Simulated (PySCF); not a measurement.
Si(CCH)(Me)(OH)2 (C3H6O2Si), SMILES C#C[Si](C)(O)O.

Geometry optimised at B3LYP-D3(BJ)/def2-SVP. This is a generated structure with no PubChem entry under its InChIKey; it may be hypothetical. Other conformers were not sampled.

Level of theory: PBE/def2-TZVP (PySCF).

Isolated molecule, no solvent.

The total energy is -557.58496 hartree and the highest occupied level is -6.92 eV. The lowest empty level is -1.00 eV and the orbital gap is 5.92 eV. The dipole moment comes out as 0.33 D. The quadrupole, principal values (traceless, Buckingham form, about the centre of nuclear charge) comes out as -11.28, 0.64, 10.64 D·Å and the mean static polarisability is 65.0 bohr³ (9.63 Å³). The polarisability, principal values is 53.2, 57.7, 84.0 bohr³.
